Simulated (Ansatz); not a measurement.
Ansatz (a quantum-chemistry and plane-wave program) input:

Ansatz 0.2 input:
```yaml
crystal:
  periodic: [false, false, false]
  atoms:
    - {symbol: C, position_ang: [-2.27486008, -0.51736437, -1.03478591]}
    - {symbol: C, position_ang: [-1.64988732, 0.21539019, 0.16517997]}
    - {symbol: C, position_ang: [-0.34875673, -0.35784894, 0.59890388]}
    - {symbol: C, position_ang: [0.93184616, 0.37681533, 0.44359211]}
    - {symbol: C, position_ang: [1.35612331, 0.52540917, -1.02466243]}
    - {symbol: O, position_ang: [1.92803086, -0.32468170, 1.19068545]}
    - {symbol: H, position_ang: [-2.43113331, -1.57270680, -0.80410268]}
    - {symbol: H, position_ang: [-3.24118476, -0.08177839, -1.29837853]}
    - {symbol: H, position_ang: [-1.62453084, -0.46209101, -1.90931701]}
    - {symbol: H, position_ang: [-2.36666892, 0.17968772, 0.99588294]}
    - {symbol: H, position_ang: [-1.52729365, 1.27438447, -0.08216508]}
    - {symbol: H, position_ang: [-0.29817783, -1.37757272, 0.96022045]}
    - {symbol: H, position_ang: [0.80928359, 1.39243189, 0.85813628]}
    - {symbol: H, position_ang: [2.28373772, 1.10090834, -1.10074810]}
    - {symbol: H, position_ang: [0.59173285, 1.05150471, -1.59898499]}
    - {symbol: H, position_ang: [1.51362120, -0.45833453, -1.46863825]}
    - {symbol: H, position_ang: [2.77957512, 0.09661156, 1.03324575]}
basis:
  gaussian:
    orbitals: def2-TZVPD
hamiltonian:
  xc: {name: PBE}
magnetization: {spin_polarized: true, initial_magnetization: 1}
output: {forces: true}
```

### Question
Which total energy does the run end on?

### Answer
-272.05923 Eh (PBE/def2-TZVPD). The basis has 324 functions.

It need not be the lowest isomer of its formula.
